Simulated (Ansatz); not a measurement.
Input file for CH5FN2OW, SMILES `C[O][W](=[NH])(=[NH])[F]`:

```yaml
crystal:
  periodic: [false, false, false]
  atoms:
    - {symbol: C, position_ang: [-0.204304, -1.249578, 1.540578]}
    - {symbol: O, position_ang: [0.244218, -0.003873, 1.070583]}
    - {symbol: W, position_ang: [0.030659, 1.024513, -0.476242]}
    - {symbol: N, position_ang: [1.592654, 1.236149, -1.225490]}
    - {symbol: N, position_ang: [-1.055966, 0.152369, -1.532824]}
    - {symbol: F, position_ang: [-0.708385, 2.712157, -0.107596]}
    - {symbol: H, position_ang: [0.608381, -1.978791, 1.479841]}
    - {symbol: H, position_ang: [-1.056375, -1.607814, 0.955639]}
    - {symbol: H, position_ang: [-0.503909, -1.142473, 2.586012]}
    - {symbol: H, position_ang: [2.342810, 1.166123, -1.892227]}
    - {symbol: H, position_ang: [-1.289793, -0.308790, -2.398285]}
basis:
  gaussian: {orbitals: def2-TZVPP}
correlation: {method: ccsd_t}
output: {orbitals: {seedname: orbitals}}
```

```sh
$ ansatz run in.yaml --threads 4 --pin off --events-out ev --progress --plain --max-ram 11315MiB
```

Output of Ansatz, abridged:

```
Functional definition: HF
1761 factors; integrals over basis functions are off by at most 1.0e-3 eV
mean field evaluation 1: about -10618.1921 eV, gradient 7.6e1 eV
mean field evaluation 2: about -10618.4859 eV, gradient 7.7e1 eV
mean field evaluation 4: about -10628.8090 eV, gradient 1.1e1 eV
mean field evaluation 8: about -10629.1003 eV, gradient 1.1e0 eV
mean field evaluation 16: about -10629.1038 eV, gradient 7.9e-6 eV
mean field -10629.10377780 eV, -390.6123591687 hartree, gradient 7.9e-6 eV, S^2 0.000000; 0 other end points of the search recorded, 0 dependent functions left out
5 core orbitals not correlated: weight in the atoms' cores, before any rotation towards them, 1.000 or more for the frozen orbitals, at most 0.000 for the correlated occupied ones
reference -10629.10377780 eV, -390.6123591687 hartree; 23, 23 occupied and 253, 253 virtual orbitals, 1761 factors
second order -43.38024714 eV of doubles, -0.00000000 eV of singles
cycle   1  -40.20256856 eV  change     3.2e0 eV  update   2.6e-1
cycle   2  -41.85061217 eV  change    -1.6e0 eV  update   1.5e-1
cycle   3  -42.24354444 eV  change   -3.9e-1 eV  update   3.7e-2
cycle   4  -42.24805667 eV  change   -4.5e-3 eV  update   1.5e-2
cycle   5  -42.23190921 eV  change    1.6e-2 eV  update   3.8e-3
cycle   6  -42.23423719 eV  change   -2.3e-3 eV  update   1.8e-3
cycle   7  -42.23475452 eV  change   -5.2e-4 eV  update   6.6e-4
cycle   8  -42.23412344 eV  change    6.3e-4 eV  update   2.6e-4
cycle   9  -42.23417357 eV  change   -5.0e-5 eV  update   9.1e-5
cycle  10  -42.23430593 eV  change   -1.3e-4 eV  update   4.0e-5
cycle  11  -42.23420658 eV  change    9.9e-5 eV  update   2.0e-5
cycle  12  -42.23417970 eV  change    2.7e-5 eV  update   1.0e-5
perturbative correction -2.19250434 eV, -0.0805730483 hartree
Total energy: -10673.53046184 eV, -392.2450096938 hartree
```

Run time 14 min (4 threads of an Arm Neoverse V2 on a shared host); peak host memory 9.5 GiB.

The correlation energy is -44.427 eV, 4.9 % of it from (T); the T1 diagnostic reads 0.0195.
